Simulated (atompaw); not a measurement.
**What one change does to a pseudopotential (tin, PAW (atompaw))**

atompaw 4.2.0.5 input, output lines left out:

```
Sn 50
GGA-PBESOL scalarrelativistic loggrid 1500 logderivrange -10 5 376
5 5 4 0 0 0
5 1 0
0 0 0
c
c
c
c
v
c
c
v
v
c
v
2
2.10 1.85 1.85 1.35
y
0.05
n
n
y
0.9
n
custom rrkj gramschmidtortho sinc
bessel
2.10
2.10
1.30
2.10
1.70
2.10
```

Change: reference 4p6 4d10 5s2 5p2.

Cutoffs: the cutoffs (Ry, on a coarse ladder) from which the occupation-weighted sum of valence levels, in a spherical-Bessel basis at the reference potential, stays within 10 and 1 mRy of its value at 400 Ry; they do not see the model core or the augmentation charge, which bear on the density cutoff.

What does the change do?

The potential gets softer (70 Ry and 100 Ry → 60 Ry and 100 Ry); neither file shows a bound ghost.

```tsv
quantity	base	changed
cutoff, loose	70 Ry	60 Ry
cutoff, tight	100 Ry	100 Ry
bound ghosts	none	none
s: phases at 2.11 bohr within 0.05 rad from the reference energy up to (Ry; the scan ends near 5)	4.7	to the end of the scan
p: phases at 2.11 bohr within 0.05 rad from the reference energy up to (Ry; the scan ends near 5)	to the end of the scan	to the end of the scan
d: phases at 2.11 bohr within 0.05 rad from the reference energy up to (Ry; the scan ends near 5)	to the end of the scan	to the end of the scan
lowest overlap eigenvalue by channel	s 0.42, p 0.51, d 0.67	s 0.40, p 0.52, d 0.64
```

 The cutoffs see the waves, projectors and local potential, not the compensation charge or the core.
